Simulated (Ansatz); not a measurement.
Ligand exchange: InH2(NH2) + C5H10O → InH2(OH) + C5H11N

Gas-phase species: InH2(NH2), singlet; C5H10O (cyclopentanol) `OC1CCCC1`, singlet; InH2(OH), singlet; C5H11N `NC1CCCC1`, singlet. The partners trade NH2 for OH: In–NH2 and C–OH bonds give way to In–OH and C–NH2.

Shapes, held fixed at every level: PBE0-D4/def2-TZVP. Flexible molecules stand in one conformer, not always the lowest. Programs: Ansatz 0.2.0. Electronic energies: no zero-point or thermal term.

```csv
level,kind,ΔE (kJ/mol),less CCSD(T)/def2-TZVPP
HF/def2-SVP,Hartree–Fock,-24.4,+1.9
SPW92/def2-TZVPP,LDA,-20.0,+6.3
r2SCAN-D4/def2-TZVPP,meta-GGA,-27.5,-1.2
B3LYP-D4/def2-TZVPP,global hybrid,-27.7,-1.4
r2SCAN0-D4/def2-TZVPP,global hybrid,-26.2,+0.1
MP2/def2-SVP,perturbation theory,-30.8,-4.5
CCSD/def2-TZVPP,coupled cluster or CI,-26.2,+0.1
CCSD(T)/def2-TZVPP,coupled cluster or CI,-26.3,0.0
```

The highest level, CCSD(T)/def2-TZVPP, gives ΔE = -26.3 kJ/mol; the levels span -30.8 to -20.0. The column of differences is taken from that level and isn't an error. No measured value is set beside it here. For atoms past krypton def2 sets carry core potentials with scalar relativity. Outer-core shells of In are correlated, in sets that cover them unevenly.
